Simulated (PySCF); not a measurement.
## Basis-set dependence of excited states

C₃H₆B₂O₂.
SMILES: `BO[C@H]1BOC=C1`

TDDFT with PBE0 (PySCF), vertical singlets, core orbitals frozen in the response, spherical d and f functions. One conformer (not necessarily the lowest) at the PBE0-D3(BJ)/def2-SVP geometry, without solvent, vibrations or thermal averaging.

Q: Compare 6-31G*, def2-SVP, 6-31+G*, def2-SVPD, aug-cc-pVDZ and def2-TZVP for this molecule.

A: 

| basis | functions | diffuse | S1 (eV) | S2 (eV) | S3 (eV) | S4 (eV) | S5 (eV) | LUMO (eV) | α (au) |
| --- | --- | --- | --- | --- | --- | --- | --- | --- | --- |
| 6-31G* | 110 | no | 5.04 | 5.90 | 6.29 | 6.46 | 6.65 | -0.88 | 56.9 |
| def2-SVP | 128 | no | 5.04 | 5.88 | 6.16 | 6.34 | 6.48 | -1.12 | 59.4 |
| 6-31+G* | 138 | yes | 4.94 | 5.83 | 5.93 | 6.31 | 6.45 | -1.20 | 65.0 |
| def2-SVPD | 194 | yes | 4.96 | 5.84 | 5.99 | 6.28 | 6.41 | -1.25 | 67.9 |
| aug-cc-pVDZ | 215 | yes | 4.90 | 5.79 | 5.87 | 6.24 | 6.35 | -1.24 | 69.4 |
| def2-TZVP | 253 | no | 4.94 | 5.81 | 5.96 | 6.30 | 6.43 | -1.19 | 66.4 |

States are compared by their number. Against the largest diffuse basis here (aug-cc-pVDZ, itself not a converged limit), sets without diffuse functions differ by up to 0.13 eV in S1 and 0.31 eV in S5; the smaller diffuse sets differ by up to 0.06 and 0.10 eV. State by state, the largest deviation of a set without diffuse functions is S1 0.13, S2 0.11, S3 0.42, S4 0.22, S5 0.31 eV. The same number needn't mean the same state in each row. Against aug-cc-pVDZ the polarisability deviates by -18% in 6-31G*, -15% in def2-SVP, -6% in 6-31+G*, -2% in def2-SVPD, -4% in def2-TZVP. A single + in a Pople set puts diffuse functions on heavy atoms only.
